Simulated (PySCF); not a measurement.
A PySCF script (with the pyscf-properties extension) for the NMR shieldings of SMILES [SiH3]OC([C@@H](CC=C)CF)=O, C6H11FO2Si, on a GFN2-xTB geometry:

```python
import basis_set_exchange as bse
import numpy as np
from pyscf import gto, dft
from pyscf.prop import nmr

atoms = """
C    -3.423055    0.634406   -0.630977
C    -2.318725    0.977120    0.004850
C    -0.939746    0.801991   -0.549586
C    -0.098322   -0.152220    0.317217
C    -0.714362   -1.549464    0.317683
F    -0.100396   -2.337731    1.258458
C     1.301892   -0.232993   -0.265739
O     1.546128   -0.707241   -1.343848
O     2.230485    0.282677    0.513776
Si    3.842496    0.251888    0.077837
H    -4.399288    0.783025   -0.202516
H    -3.394553    0.195713   -1.614956
H    -2.368499    1.414305    0.993828
H    -0.437038    1.772978   -0.578277
H    -0.983295    0.408545   -1.566845
H    -0.035085    0.218259    1.344227
H    -1.776540   -1.510984    0.578539
H    -0.572337   -2.034948   -0.652803
H     4.260243   -1.133955   -0.079869
H     4.371247    0.914517    1.260646
H     3.999829    1.021055   -1.151023
"""
names = dict.fromkeys(["C", "F", "O", "Si", "H"], "pcSseg-1")
basis = {el: gto.basis.parse(bse.get_basis(n, elements=[el], fmt="nwchem")) for el, n in names.items()}
mol = gto.M(atom=atoms, basis=basis, charge=0, verbose=0)
mf = dft.RKS(mol, xc="PBE0")
mf.grids.level = 2
mf.grids.alignment = dft.numint.BLKSIZE   # the property module wants whole blocks of grid points
mf.conv_tol = 1e-9
mf.kernel()

calc = nmr.RKS(mf)   # GIAO
C = mf.mo_coeff
Co = C[:, mf.mo_occ > 0]
resp = mf.gen_response(singlet=True, hermi=2)
def vind(x):   # induced exchange potential for any number of trial vectors
    d = np.einsum("pi,xij,qj->xpq", C, 2 * x.reshape(-1, C.shape[1], Co.shape[1]), Co, optimize=True)
    return np.einsum("xpq,pi,qj->xij", resp(d - d.transpose(0, 2, 1)), C, Co, optimize=True).ravel()
mo1, _ = nmr.rhf.solve_mo1(calc, with_cphf=vind)
sigma = calc.kernel(mo1)
for i, s in enumerate(sigma):   # ppm
    w = np.linalg.eigvalsh((s + s.T) / 2)
    print("%2d %-2s iso %8.1f  s11 %8.1f  s22 %8.1f  s33 %8.1f" % (i, mol.atom_pure_symbol(i), w.mean(), *w))
```

Problem. What are the results?

Solution. 
```
 0 C  iso     61.0  s11    -54.4  s22     79.6  s33    157.6
 1 C  iso     42.0  s11    -77.3  s22     47.0  s33    156.4
 2 C  iso    148.3  s11    129.6  s22    145.9  s33    169.4
 3 C  iso    136.4  s11    127.9  s22    133.7  s33    147.5
 4 C  iso     97.3  s11     61.0  s22     79.6  s33    151.3
 5 F  iso    419.8  s11    375.8  s22    415.7  s33    467.9
 6 C  iso      2.7  s11    -98.6  s22     31.9  s33     74.9
 7 O  iso    -95.2  s11   -336.1  s22   -251.2  s33    301.7
 8 O  iso    139.7  s11     -3.1  s22    208.5  s33    213.7
 9 Si iso    387.9  s11    357.4  s22    363.1  s33    443.2
10 H  iso     26.2  s11     23.0  s22     25.3  s33     30.3
11 H  iso     26.2  s11     22.4  s22     25.6  s33     30.7
12 H  iso     25.6  s11     23.0  s22     25.1  s33     28.8
13 H  iso     29.2  s11     24.7  s22     29.3  s33     33.6
14 H  iso     29.6  s11     25.8  s22     29.9  s33     32.9
15 H  iso     28.8  s11     25.9  s22     29.0  s33     31.6
16 H  iso     26.8  s11     21.4  s22     27.4  s33     31.5
17 H  iso     26.7  s11     23.7  s22     27.3  s33     29.1
18 H  iso     26.8  s11     23.3  s22     25.4  s33     31.6
19 H  iso     27.1  s11     23.5  s22     25.9  s33     32.0
20 H  iso     26.7  s11     23.4  s22     25.3  s33     31.5
```

These numbers come from an equivalent density-fitted implementation of the same equations, which agrees with the script to about 0.01 ppm for H and up to a few tenths of a ppm for heavy atoms, so last digits may differ.

Problem. Turn these shieldings into chemical shifts. Chemical shifts δ = σref − σ; TMS for 13C (σref 186.93), 29Si (σref 349.16), 1H (σref 31.72); 19F (σref 170.95) vs CFCl3; 17O (σref 336.08) vs H2O, all at this level.

Solution. Averaging equivalent atoms: C 6: 184.2; C 1: 144.9; C 0: 126.0; C 4: 89.7; C 3: 50.6; C 2: 38.6; F 5: -248.8; O 7: 431.3; O 8: 196.4; Si 9: -38.7; H 12: 6.08; H 10: 5.51; H 11: 5.48; H 17: 5.05; H 16: 4.96; H 18/19/20: 4.84; H 15: 2.89; H 13: 2.55; H 14: 2.16 ppm. Unscaled 19F shifts against computed CFCl3 carry errors that often reach 10 to 50 ppm. Unscaled 17O shifts of doubly bonded oxygen tend to come out too high, by tens of ppm or more. Experimental scales use liquid or dissolved standards, which lie at an offset from isolated H2O (liquid H2O: subtract about 36 ppm).

Size and cost of the density-fitted run: 232 basis functions, 98 s wall time on 1 thread of an Arm Neoverse N1, shared host; peak memory 1.1 GiB.
